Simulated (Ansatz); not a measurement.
Compare A (`C[SiH](N)[SiH2]N`) with its isomer B (`CN[SiH](N)[SiH3]`).

Gas-phase electronic energies from Ansatz, PBE0-D4/def2-TZVP geometries. CCSD(T)/CBS is the MP2 limit (def2-TZVPP, def2-QZVPP) plus CCSD(T) − MP2 in def2-TZVPP, frozen cores. DFT in def2-TZVPP. B3LYP here is the variant with VWN-RPA as its local correlation; programs differ in this. One conformer a species, not always the lowest.

A:

Z-matrix (Å, degrees):
```
C
Si 1 1.871
H 1 1.092 2 111.1
H 1 1.093 2 110.5 3 120.3
H 1 1.094 2 110.9 3 -120.4
N 2 1.733 1 108.9 3 59.2
Si 2 2.353 1 113.4 3 -55.3
H 2 1.500 1 106.8 3 -176.6
H 6 1.009 2 117.5 1 -162.7
H 6 1.009 2 119.8 1 58.5
N 7 1.732 2 105.0 1 111.1
H 7 1.500 2 110.3 1 -13.7
H 7 1.490 2 113.3 1 -131.7
H 11 1.009 7 117.5 2 -43.2
H 11 1.008 7 120.1 2 177.2
```

B:

Z-matrix (Å, degrees):
```
C
N 1 1.445
H 1 1.097 2 113.6
H 1 1.095 2 111.1 3 121.9
H 1 1.093 2 109.3 3 -119.9
Si 2 1.715 1 124.9 3 91.8
H 2 1.008 1 113.9 3 -65.1
Si 6 2.356 2 116.1 1 -87.8
N 6 1.714 2 107.6 1 154.2
H 6 1.497 2 103.1 1 30.0
H 8 1.491 6 110.1 2 65.7
H 8 1.493 6 112.7 2 -174.3
H 8 1.491 6 111.2 2 -53.5
H 9 1.006 6 121.1 2 151.3
H 9 1.008 6 120.9 2 -58.6
```

(1) Which isomer does CCSD(T)/CBS put lower? Give the gap. (Best estimate.)

(2) Give E(B) − E(A) in kJ/mol with PBE-D4, PBE0-D4, CCSD(T)/def2-TZVPP, HF/def2-TZVPP, B3LYP, B3LYP-D4, r2SCAN-D4. (An estimate is asked.)

Largest T1 diagnostic: 0.011.

## Answers

(1) Computed: A, by 63.6 kJ/mol.

(2) The calculation gave: PBE-D4 59.7, PBE0-D4 61.1, CCSD(T)/def2-TZVPP 61.1, HF/def2-TZVPP 54.1, B3LYP 57.3, B3LYP-D4 59.0, r2SCAN-D4 63.4. None reverses the order clearly.

In def2-TZVPP, CCSD(T) changes the Hartree–Fock value by +6.9 kJ/mol (the triples alone add +0.5 kJ/mol) and MP2 by +12.3 kJ/mol.
